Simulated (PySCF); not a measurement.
C3H12OSi2, SMILES C[Si](C)(C)O[SiH3].

Geometry: r2SCAN-D4/def2-SVP. The values are those of a single conformer.

Method: r2SCAN/def2-TZVP (PySCF).

The molecule is in vacuum.

Problem. Estimate the frontier levels, gap, dipole moment. (An estimate is asked for; the answer gives what the named calculation found.)

Solution. 
The highest occupied level comes out as -7.05 eV, the lowest empty level is -0.09 eV and the orbital gap is 6.96 eV. The dipole moment is 1.12 D and the quadrupole, principal values (traceless, Buckingham form, about the centre of nuclear charge) is -0.79, -0.13, 0.92 D·Å.
